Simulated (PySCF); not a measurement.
Cl2HSi(SH), Cl2H2SSi.
Numbering: `[SH:1][SiH:2]([Cl:3])[Cl:4]` (hydrogens: H5 on S1; H6 on Si2)

Structure used (PBE0-D3(BJ)/def2-TZVP), in Å, numbered top down from 1:
```xyz
6
Cl2H2SSi angstrom
S      1.0949   -0.7607   -1.1065
Si    -0.3573   -0.0297    0.2432
Cl    -2.0453   -1.1058   -0.1237
Cl    -0.7246    1.9591   -0.0366
H      2.0294    0.1062   -0.6746
H      0.0260   -0.1966    1.6559
```

Computed with PySCF, PBE0-D3(BJ)/def2-TZVP geometry optimisation, gas phase.

Take the most abundant isotopes and a rigid rotor. The values belong to one conformer with, in the numbering `[SH:1][SiH:2]([Cl:3])[Cl:4]`, H–S1–Si2–Cl3 179°.

Task: What are A, B and C (MHz)?

Result: Ia = 203.82, Ib = 216.43, Ic = 390.61 u·Å²; 505379 MHz·u·Å²/I gives A = 2479, B = 2335, C = 1294 MHz.

Task: Classify the top.

Result: An asymmetric top: κ = (2 × 2335 − 2479 − 1294)/(2479 − 1294) = 0.76.

Task: What does the inertial defect say?

Result: Not planar: Δ = Ic − Ia − Ib = -29.64 u·Å². For a rigid frame Δ = −2 Σ m c², so Σ m c² = 14.82 u·Å² lies off the ab plane: 4.15 from hydrogen and 10.67 from heavier atoms. The atom farthest from that plane is 2.00 Å away.

Task: Give the other two planar moments, Paa and Pbb, and the rms extents of the mass along the axes.

Result: Paa = Σ m a² = (Ib + Ic − Ia)/2 = 201.61 and Pbb = Σ m b² = (Ia + Ic − Ib)/2 = 189.00 u·Å². With the mass M = 131.90 u, the rms extents √(P/M) along a, b and c are 1.24, 1.20, 0.34 Å.

Task: List the rotational levels J(Ka,Kc) to J = 4 (MHz).

Result: Above 0(0,0):
J = 1: 1(0,1) 3629, 1(1,1) 3773, 1(1,0) 4815
J = 2: 2(0,2) 9976, 2(1,2) 9990, 2(1,1) 13114, 2(2,1) 13547, 2(2,0) 14458
J = 3: 3(0,3) 18857, 3(1,3) 18858, 3(1,2) 24364, 3(2,2) 24434, 3(2,1) 27350, 3(3,1) 28216, 3(3,0) 28957
J = 4: 4(0,4) 30319, 4(1,4) 30319, 4(1,3) 38085, 4(2,3) 38091, 4(2,2) 43501, 4(3,2) 43703, 4(3,1) 46350, 4(4,1) 47788, 4(4,0) 48348
The levels of one J sum to (2J + 1)J(J + 1)(A + B + C)/3.

Task: Which lines would a microwave search look for?

Result: The dipole components are |μa| = 0.01 D, |μb| = 1.08 D, |μc| = 0.99 D. Intensities carry the squares of the components, which stand as 0.00 : 1.00 : 0.84 (a : b : c). Some lines, for components of 0.1 D or more:

| type | branch | J(Ka,Kc) | MHz | lower level (cm⁻¹) |
| --- | --- | --- | --- | --- |
| c | Q | 3(3,1) ← 3(2,1) | 866 | 0.912 |
| b | Q | 1(1,0) ← 1(0,1) | 1186 | 0.121 |
| c | Q | 4(4,1) ← 4(3,1) | 1438 | 1.546 |
| b | Q | 4(4,0) ← 4(3,1) | 1997 | 1.546 |
| b | Q | 2(2,1) ← 2(1,2) | 3557 | 0.333 |
| c | R | 1(1,0) ← 0(0,0) | 4815 | 0.000 |
| b | R | 2(0,2) ← 1(1,1) | 6203 | 0.126 |
| b | R | 3(0,3) ← 2(1,2) | 8867 | 0.333 |
| b | R | 3(1,3) ← 2(0,2) | 8882 | 0.333 |
| c | R | 2(1,1) ← 1(0,1) | 9485 | 0.121 |
| c | R | 2(2,1) ← 1(1,1) | 9774 | 0.126 |
| b | R | 3(2,2) ← 2(1,1) | 11320 | 0.437 |
| b | R | 4(1,4) ← 3(0,3) | 11462 | 0.629 |
| b | R | 4(2,3) ← 3(1,2) | 13726 | 0.813 |
| b | R | 3(3,1) ← 2(2,0) | 13758 | 0.482 |
| c | R | 3(2,1) ← 2(1,1) | 14236 | 0.437 |
| c | R | 3(3,0) ← 2(2,0) | 14499 | 0.482 |
| b | R | 4(4,1) ← 3(3,0) | 18832 | 0.966 |
| c | R | 4(2,2) ← 3(1,2) | 19137 | 0.813 |
| c | R | 4(3,2) ← 3(2,2) | 19269 | 0.815 |
| c | R | 4(4,0) ← 3(3,0) | 19391 | 0.966 |

PBE0-D3(BJ)/def2-TZVP frequencies: not computed here. Zero-point vibration and centrifugal distortion are left out. Quadrupole hyperfine structure (35Cl) is left out.
